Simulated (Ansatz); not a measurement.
Start from `[OH][InH][Cl]` and change one atom or group to get `[CH3][InH][Cl]`.

Ansatz, PBE0-D4/def2-TZVP geometries, multiplicity 1. Each molecule was computed in one conformer, which needn't be the lowest.

Elements past krypton have def2 core potentials.

| property | `[OH][InH][Cl]` |
| --- | --- |
| size of the dipole moment (PBE/def2-TZVPP) / D | 1.32 |
| HOMO–LUMO gap (PBE0/def2-TZVPP) / eV | 7.13 |
| HOMO–LUMO gap (B3LYP/def2-TZVPP) / eV | 6.57 |
| LUMO energy (B3LYP/def2-TZVPP) / eV | -1.80 |
| size of the dipole moment (B3LYP/def2-TZVPP) / D | 1.39 |
| HOMO energy (ωB97M-V/def2-TZVPP) / eV | -10.92 |

Q: Give the same properties after the change, and the shifts. (An estimate is asked.)

A: Computed: 
```tsv
property	`[CH3][InH][Cl]`	shift
size of the dipole moment (PBE/def2-TZVPP) / D	3.27	1.95
HOMO–LUMO gap (PBE0/def2-TZVPP) / eV	6.28	-0.85
HOMO–LUMO gap (B3LYP/def2-TZVPP) / eV	5.75	-0.82
LUMO energy (B3LYP/def2-TZVPP) / eV	-1.88	-0.08
size of the dipole moment (B3LYP/def2-TZVPP) / D	3.38	1.99
HOMO energy (ωB97M-V/def2-TZVPP) / eV	-10.06	0.86
```

With PBE0 the HOMO rises by 0.77 eV and the LUMO falls by 0.08 eV, so the gap narrows by about 0.85 eV. PBE moves the HOMO by 0.58 eV and ωB97M-V by 0.86 eV. The zero-point energy changes by 58.1 kJ/mol with +6 modes. Dipoles are sizes alone; their direction can turn.

B3LYP here is the variant with VWN-RPA as its local correlation; programs differ in this.
